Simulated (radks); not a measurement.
Spherical quantum dot in the effective-mass picture: electrons in a well V = -V0 / (1 + exp((r - R)/a)) with V0 = 15.3, R = 3.08, a = 0.28, all in effective atomic units (hartree* = m*/eps^2 hartree, bohr* = eps/m* bohr), one dielectric constant everywhere. Method: non-relativistic Kohn-Sham, PBEsol, spin-polarised, spherical densities; computed with a radial shooting solver with Libxc functionals. Levels are named by radial order and angular momentum (1s, 1p, 1d, 2s, ...), and open shells are averaged over m. Results are scaled to m* = 0.19 and eps = 16.8, for which hartree* = 18.32 meV and bohr* = 4.679 nm.

N = 28, configuration 1s2 1p6 1d10 1f(up 7, down 3). This is the lowest configuration that the search found. Occupied and some empty levels:

level,occupation,eigenvalue (meV),<r> (nm)
1s up,1,-43.502,8.978
1s down,1,-42.714,8.922
1p up,3,-37.343,9.595
1p down,3,-36.457,9.567
1d up,5,-27.525,10.10
1d down,5,-26.573,10.08
1f up,7,-14.697,10.53
1f down,3,-13.704,10.52
2s up,0,-11.795,7.038
2s down,0,-11.445,7.044

Energy (meV): total -3694.97, kinetic 768.89, external -7236.9, Hartree 3060.9, exchange-correlation -287.78.
